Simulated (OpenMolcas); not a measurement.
**Ni2+: CASPT2 settings compared**

| Item | Value |
| --- | --- |
| Program | OpenMolcas 26.06 |
| Basis | ANO-R3 [7s5p5d3f2g1h] |
| Scalar Hamiltonian | X2C, finite nucleus |
| Active space | 8 electrons in 5 orbitals (3d) |
| State averaging | 2S+1 = 3 even, 10 roots; 2S+1 = 1 even, 14 roots kept (CI in the orbitals of an earlier block) |
| Spin-orbit coupling | RASSI with atomic mean-field integrals over the reference wave functions, term energies averaged over their components |

Methods on the same reference wave functions:
A. CASSCF
B. SS-CASPT2, IPEA 0.3 Eh, sigma2 regulariser 0.05 Eh (closed shells correlated: 3s 3p)
C. SS-CASPT2, IPEA 0.35 Eh, no level shift (closed shells correlated: none)
D. XMS-CASPT2, IPEA 0.6 Eh, imaginary shift 0.3 Eh (closed shells correlated: none)

Energies in cm-1 above 3d8 3F4, the measured ground level; measured values from Corliss and Sugar, J. Phys. Chem. Ref. Data 10, 197 (1981).

```json
{"Level": "3d8 3F4", "A": "0.0", "B": "0.0", "C": "0.0", "D": "0.0", "Measured": "0.0"}
{"Level": "3d8 3F3", "A": "1358", "B": "1360", "C": "1359", "D": "1359", "Measured": "1361"}
{"Level": "3d8 3F2", "A": "2292", "B": "2270", "C": "2280", "D": "2280", "Measured": "2270"}
{"Level": "3d8 1D2", "A": "17149", "B": "13490", "C": "15070", "D": "15360", "Measured": "14032"}
{"Level": "3d8 3P2", "A": "20769", "B": "17000", "C": "17650", "D": "17730", "Measured": "16662"}
{"Level": "3d8 3P1", "A": "21158", "B": "17380", "C": "17880", "D": "17900", "Measured": "16978"}
{"Level": "3d8 3P0", "A": "21493", "B": "17720", "C": "18210", "D": "18230", "Measured": "17231"}
{"Level": "3d8 1G4", "A": "26615", "B": "23210", "C": "24480", "D": "24550", "Measured": "23109"}
```

Deviations, from unrounded energies. A percentage is the sum of absolute deviations over the sum of measured energies, with the sign that they share, or ± where signs differ.

```
                        Against measurement  Levels      A     B     C     D
             mean absolute deviation (cm-1)       7   2700   270   760   830
      fine structure of the ground term (%)       2   ±0.7  ±0.0  ±0.4  ±0.5
other terms of the ground configuration (%)       5  +21.8  ±2.1  +6.0  +6.5
```

B lies closest to measurement on these levels and A furthest from it. The largest miss of B in the table is 3d8 1D2, by -540 cm-1. The ranking rests on the paired levels alone, and a cruder setting can come out closer through cancelling errors.

Among B to D the level of the table that moves most is 3d8 1D2, by 1900 cm-1 (lowest in B, highest in D). Moves below CASPT2's spread within the term are not significant.

The mean deviations of B to D differ by less than CASPT2's widest spread within a term (900 cm-1), so their order carries little weight.

From A to B the spin-free energies of the other terms of 3d8 shown, above 3F, scale by factors of 0.77 to 0.87, as is usual when dynamic correlation screens the repulsion within a d or f shell.

The lowest spin-free term lies below A's lowest term by 0.736 hartree in B, 0.292 hartree in C, 0.292 hartree in D.

CASPT2 does not keep the components of a term degenerate, so their means are used; among the terms shown or strongly mixed into the levels shown the widest spread is 900 cm-1 (3d8 1G, D). Terms from blocks run as CI alone lack orbitals of their own. Without dynamic correlation excited terms often stand tens of per cent too high (terms of higher spin than the ground term too low), and those without a measured partner can miss by more than the paired ones (holds for A). Some levels mix across a computed gap that differs much from the measured one, so their mixing is not that of the real levels (holds for A; B). Measured partners are found by configuration, term and J. A level has none where our copy of the source lacks it or the pairing is in doubt (some pairs that miss far off the trend of their configuration count as doubtful), and it then counts in no deviation. Only configurations of the active space appear.
